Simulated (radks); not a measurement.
The numbers below are computed, except where a source is named.
Spherical quantum dot in the effective-mass picture: electrons in a hard-walled sphere of radius 10.3, all in effective atomic units (hartree* = m*/eps^2 hartree, bohr* = eps/m* bohr), one dielectric constant everywhere. Level of theory: non-relativistic Kohn-Sham, LDA (Slater exchange, Perdew-Wang correlation), spin-polarised, spherical densities (a radial shooting solver with Libxc functionals). Levels are named by radial order and angular momentum (1s, 1p, 1d, 2s, ...), and open shells are averaged over m. Results are scaled to m* = 0.044 and eps = 9.6, for which hartree* = 12.99 meV and bohr* = 11.55 nm.

N = 26, configuration 1s2 1p6 1d10 1f(up 7, down 1). This is the lowest configuration that the search found (a dilute case). Occupied and some empty levels:

level,occupation,eigenvalue (meV),<r> (nm)
1s up,1,38.580,91.91
1p up,3,38.800,92.42
1s down,1,38.826,91.62
1p down,3,39.048,92.19
1d up,5,39.229,93.18
1d down,5,39.480,93.01
1f up,7,39.857,94.02
1f down,1,40.111,93.90
1g up,0,40.672,94.88
1g down,0,40.929,94.80
2s up,0,42.405,57.46
2s down,0,42.476,56.73
2p up,0,43.150,65.04
2p down,0,43.246,64.54
2d up,0,44.176,70.13
2d down,0,44.292,69.75

Energy (meV): total 530.651, kinetic 81.887, external 0, Hartree 512.03, exchange-correlation -63.268.
